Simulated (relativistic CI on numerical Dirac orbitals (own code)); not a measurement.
What each ingredient does to the levels of As29+

Base calculation: Dirac-Coulomb-Breit CI, separate exchange-only KLI orbitals for each configuration, a model potential for QED, unscaled Slater integrals.

Configuration list (outside the closed core 1s2): 2s2, 2s.2p, 2p2, 2p.3s, 2p.3p, 2s.3s, 2s.3p, 2s.3d, 2s.4s, 2s.4p, 2s.4d, 2s.4f, 3s2, 3s.3p, 3p2. Levels of other configurations are missing.

Variants: (1) Breit term removed; (2) one mean potential for all configurations. Shifts of the energy above 2s2 1S_0, in eV, for the lowest level and the first level of each name with at least 55 % of one term (blank where a level changes its place among those of its configuration and J or its character, or is not in the variant):

| Level | Base | Δ(1) | Δ(2) |
| --- | --- | --- | --- |
| 2s2 1S_0 | 0.00 | 0.00 | 0.00 |
| 2s.2p 3P°_0 | 56.74 | -1.26 | 0.00 |
| 2s.2p 3P°_1 | 65.06 | -0.82 | 0.00 |
| 2s.2p 3P°_2 | 99.96 | +0.26 | 0.00 |
| 2s.2p 1P°_1 | 143.39 | -0.05 | -0.01 |
| 2p2 3P_0 | 160.49 | -2.30 | +0.08 |
| 2p2 3P_1 | 191.22 | -1.28 | +0.07 |
| 2p2 1S_0 | 274.92 | -0.74 | +0.04 |
| 2s.3s 3S_1 | 1855.57 | +0.99 | +0.09 |
| 2s.3s 1S_0 | 1867.00 | +0.89 | +0.02 |
| 2s.3p 3P°_0 | 1883.65 | +0.50 | +0.02 |
| 2s.3p 3P°_1 | 1883.97 | +0.68 | +0.03 |
| 2s.3p 1P°_1 | 1895.48 | +0.94 | +0.01 |
| 2s.3p 3P°_2 | 1896.27 | +0.98 | +0.03 |

At this charge energies of transitions that change n are usually good to better than 1 %, and those within a shell (Δn = 0) to a few per cent.

Ionisation energy from the two ground configurations alone: base 3279.16 eV; Breit term removed 3280.52 eV. The NIST ASD value (semi-empirical) is 3287 eV.

LS names give the leading component of a level, which can be under half, so a name can repeat, a term be missing and a line seem to break the LS rules.
